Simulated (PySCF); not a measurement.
C3H12NOPSi2.
Z-matrix (Å and degrees, PBE0-D3(BJ)/def2-SVP geometry), rows numbered from 1:
```
C 
N   1  1.4428
C   2  1.4362  1  116.99
C   2  1.3611  1  119.47  3   179.06
O   4  1.2245  2  122.73  1     0.71
Si  4  1.9391  2  122.24  1  -179.47
Si  6  2.3383  4  101.39  2   178.51
P   7  2.2752  6  108.06  4  -175.49
H   1  1.0968  2  108.05  3  -179.41
H   1  1.1032  2  110.83  3   -59.57
H   1  1.1032  2  110.84  3    60.75
H   3  1.0988  2  110.64  1  -177.58
H   3  1.1036  2  111.02  1   -58.01
H   3  1.1042  2  111.40  1    62.37
H   6  1.4987  4  112.35  2    58.05
H   6  1.4997  4  111.30  2   -61.79
H   7  1.4927  6  109.01  4   -59.56
H   7  1.4936  6  109.80  4    61.11
H   8  1.4298  7   93.82  6   -73.33
H   8  1.4293  7   94.73  6  -167.20
```

Computed with PySCF at PBE0/pcSseg-1, non-relativistic, on one gas-phase PBE0-D3(BJ)/def2-SVP geometry that isn't relaxed in the solvent. The solvent is an IEF-PCM continuum (cavity from Bondi-type radii × 1.2). The model holds no explicit solvent molecules, cavitation or dispersion.

```json
{"run": "gas", "E − E(gas) (kcal/mol)": "0.00", "HOMO (eV)": "-7.12", "HOMO–LUMO gap (eV)": "6.78", "dipole (D)": "3.66"}
{"run": "P", "E − E(gas) (kcal/mol)": "-5.32", "HOMO (eV)": "-7.10", "HOMO–LUMO gap (eV)": "6.81", "dipole (D)": "4.66"}
{"run": "Q", "E − E(gas) (kcal/mol)": "-4.59", "HOMO (eV)": "-7.11", "HOMO–LUMO gap (eV)": "6.82", "dipole (D)": "4.52"}
```

The runs were made in chloroform and tetrahydrofuran. Which run belongs to which solvent?

P = tetrahydrofuran, Q = chloroform. The dielectric constants are 4.711 (chloroform), 7.426 (tetrahydrofuran), and the energy falls further as ε rises. In this model the ground state sees the solvent through ε alone.

How constant is the ratio of the lowering to (ε − 1)/(2ε + 1)?

| solvent | (ε − 1)/(2ε + 1) | E − E(gas) (kcal/mol) | ratio (kcal/mol) | polarisation term (kcal/mol) |
| --- | --- | --- | --- | --- |
| chloroform | 0.356 | -4.59 | -12.9 | -5.32 |
| tetrahydrofuran | 0.405 | -5.32 | -13.1 | -6.33 |

The ratio changes by +1.9 % in size from chloroform to tetrahydrofuran. The polarisation term is half the interaction of the solute with the induced surface charges.
